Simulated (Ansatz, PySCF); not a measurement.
Molecule: BiCl2 (charge +1, singlet). 
Structure (B3LYP-D3(BJ)/def2-TZVP (Ansatz, an electronic-structure program) minimum search):
```
Bi
Cl 1 2.3662
Cl 1 2.3662 2 99.55
```
Charge +1, spin multiplicity 1.

Total electronic energies in hartree. Valence correlation only, unless marked. Spin-orbit coupling is left out. The frozen core is the preceding noble-gas configuration, with the filled d and f shells of earlier blocks. In def2 rows, elements after Kr have scalar-relativistic effective core potentials. CBS marks a two-point X^-3 extrapolation of the correlation energy; Hartree-Fock from the larger set.

```tsv
level	program	energy (Eh)
HF/def2-QZVPP	Ansatz	-1132.40583
HF-D3(BJ)/def2-TZVPD	PySCF + dftd3	-1132.40944
RI-HF/def2-QZVPPD	Ansatz	-1132.40582
SVWN5/def2-TZVPD	Ansatz	-1131.62130
PBE/def2-TZVPD	PySCF	-1134.51050
BLYP/def2-TZVPD	Ansatz	-1134.82955
BP86-D3(BJ)/def2-TZVPD	PySCF + dftd3	-1135.10313
M06-L-D4/def2-TZVPD	PySCF + dftd4	-1134.97382
r2SCAN-D3(BJ)/def2-TZVPD	Ansatz + dftd3	-1134.88893
B97M-V/def2-TZVPD	Ansatz	…
PBE0-D3(BJ)/def2-TZVPD	Ansatz + dftd3	…
BHLYP/def2-TZVPD	Ansatz	-1134.72266
RPA@PBE/def2-TZVPP	Ansatz	…
MP2/def2-TZVPP	Ansatz	-1132.83963
MP2/CBS(def2-TZVPP,def2-QZVPP)	Ansatz	-1132.9487
RI-MP2/CBS(def2-TZVPPD,def2-QZVPPD)	Ansatz	-1132.9473
SCS-MP2/def2-SVPD	Ansatz	-1132.40763
CCSD/def2-QZVPP	Ansatz	-1132.94419
CCSD/CBS(def2-TZVPP,def2-QZVPP)	Ansatz	-1132.9749
CCSD/CBS(def2-TZVPPD,def2-QZVPPD)	Ansatz	-1132.9738
CCSD(T)/def2-TZVPP	Ansatz	-1132.89790
CCSD(T)/CBS(def2-TZVPP,def2-QZVPP)	Ansatz	-1133.0069
CCSD(T)/CBS(def2-TZVPPD,def2-QZVPPD)	Ansatz	-1133.0055
```

Task: Complete the blanks.

Result: 
- B97M-V/def2-TZVPD, energy (Eh): -1134.61157
- PBE0-D3(BJ)/def2-TZVPD, energy (Eh): -1134.54826
- RPA@PBE/def2-TZVPP, energy (Eh): -1133.09951
